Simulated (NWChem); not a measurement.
# SiN$_{2}$H$_{4}$ClF; SMILES N[Si](N)(F)Cl

```xyz
9

N     -0.4863    -1.2243    -1.3354
Si     0.0089    -0.3480     0.0329
N      1.6183    -0.7233     0.4091
F     -1.0932    -0.7131     1.1650
Cl    -0.0632     1.7153    -0.0888
H      0.0491    -1.1856    -2.1940
H     -1.4720    -1.3845    -1.5064
H      1.9273    -1.6859     0.4723
H      2.2008    -0.0853     0.9364
```
Atoms are numbered in this order, from 1.

All runs: NWChem. Pople sets run with spherical d functions. STO-3G and 3-21G are far too small for this property and stand as cheap habits. Coordinates come from a PBE0/def2-SVP optimisation. GIAO values for the isolated, static molecule; σ is the absolute isotropic shielding, δ = σ(reference) − σ with the isolated reference molecule computed at the same levels (19F: trichlorofluoromethane, 1H: tetramethylsilane, 15N: ammonia, 29Si: tetramethylsilane).

```json
[
 {"level": "Hartree-Fock/STO-3G", "δ N1 (ppm)": "-39.1", "δ Si2 (ppm)": "1.4", "δ N3 (ppm)": "-43.2", "δ F4 (ppm)": "-150.2", "δ H7 (ppm)": "-0.56", "δ H8 (ppm)": "-0.71", "δ H9 (ppm)": "-0.74", "relative time": "1"},
 {"level": "PBE/pcSseg-1", "δ N1 (ppm)": "35.2", "δ Si2 (ppm)": "-32.7", "δ N3 (ppm)": "40.5", "δ F4 (ppm)": "-135.5", "δ H7 (ppm)": "0.90", "δ H8 (ppm)": "1.01", "δ H9 (ppm)": "0.99", "relative time": "10"},
 {"level": "Hartree-Fock/6-31G*", "δ N1 (ppm)": "11.6", "δ Si2 (ppm)": "-31.6", "δ N3 (ppm)": "16.2", "δ F4 (ppm)": "-76.5", "δ H7 (ppm)": "0.76", "δ H8 (ppm)": "0.83", "δ H9 (ppm)": "0.77", "relative time": "10"}
]
```

The last column is a rough cost ratio, cheapest run = 1.
